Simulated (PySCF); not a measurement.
Ge(F)(Br)(OH)2 (BrFGeH2O2), SMILES [OH][Ge]([OH])([F])[Br].

Geometry: B3LYP-D3(BJ)/def2-SVP. The structure was generated by enumeration, and PubChem lists no compound with its InChIKey, so it may never have been made. One conformer was computed; it need not be the lowest.

Method: PySCF with PBE/def2-TZVP.

Gas-phase values at a fixed geometry.

```
Quantity                                                                                                        Value
---------------------------------------------------------------------------------------------  ----------------------
total energy                                                                                      -4901.96176 hartree
highest occupied level                                                                                       -7.65 eV
lowest empty level                                                                                           -2.37 eV
orbital gap                                                                                                   5.28 eV
dipole moment                                                                                               0.362 e·Å
quadrupole, principal values (traceless, Buckingham form, about the centre of nuclear charge)   -8.69, 2.22, 6.48 D·Å
mean static polarisability                                                                       54.5 bohr³ (8.07 Å³)
polarisability, principal values                                                               45.3, 50.1, 68.0 bohr³
```
